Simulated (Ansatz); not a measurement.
```yaml
crystal:
  periodic: [false, false, false]
  atoms:
    - {symbol: F, position_ang: [2.292472, 0.676791, -0.411379]}
    - {symbol: Si, position_ang: [1.018664, 0.422995, 0.662644]}
    - {symbol: F, position_ang: [1.712357, -0.769322, 1.566723]}
    - {symbol: B, position_ang: [-0.953193, 0.616841, 0.085079]}
    - {symbol: C, position_ang: [-0.893364, -0.385465, -0.622732]}
    - {symbol: H, position_ang: [-2.147541, 0.696583, 1.054438]}
    - {symbol: H, position_ang: [-1.335466, -1.135701, -1.188692]}
    - {symbol: H, position_ang: [0.235831, -0.315387, -1.591389]}
basis:
  gaussian: {orbitals: aug-cc-pVTZ, final_grid: {core_spheres: 8, valence_spheres: 7, degree: 23}}
hamiltonian: {xc: {name: B2PLYP}}
accuracy: high
scf: {lower_state_search: full}
relax: {f_tol: 0.001, max_steps: 1}
```

```sh
$ ansatz run in.yaml --threads 2 --pin off --events-out ev --progress --plain --max-ram 4352MiB
```

Output, abridged:

```
Functional definition: B2PLYP
5006 factors; integrals over basis functions are off by at most 2.2e-9 eV
mean field evaluation 1: about -15047.0707 eV, gradient 7.0e1 eV
mean field evaluation 2: about -15047.2798 eV, gradient 7.0e1 eV
mean field evaluation 4: about -15057.6896 eV, gradient 7.3e0 eV
mean field evaluation 8: about -15057.8865 eV, gradient 8.0e-1 eV
mean field evaluation 16: about -15057.8884 eV, gradient 1.0e-3 eV
mean field -15057.88841634 eV, -553.3671926970 hartree, gradient 8.8e-8 eV, S^2 0.000000; 0 other end points of the search recorded, 0 dependent functions left out
9 core orbitals not correlated: weight in the atoms' cores, before any rotation towards them, 1.000 or more for the frozen orbitals, at most 0.000 for the correlated occupied ones
reference -15057.88845033 eV, -553.3671939464 hartree; 14, 14 occupied and 280, 280 virtual orbitals, 5006 factors
second order -30.40673423 eV of doubles, -0.00000000 eV of singles
relax step   1: F+E_penalty+E_count = -15066.09823458 eV  Δ(F+E_penalty+E_count) = +0.000e0 eV  max|allowed force component| = 1.152e1 eV/Å  Δτ_max = 0.0000 Å  (67 SCF iters, accepted)
Error: geometry relaxation did not converge after 1 steps: max|allowed force component| = 1.15e1 eV/Å (threshold 1.0e-3). Raise `relax.max_steps` over both its present limit and 1, loosen `relax.f_tol`, or start from a geometry closer to equilibrium. Where this run's directory can be resumed (`checkpoint.write`), a resume goes on for up to `relax.max_steps` more
```

(1) Something in this input is off. What?

## Answers

(1) The relaxation is allowed too few steps for its threshold. The run did not converge.
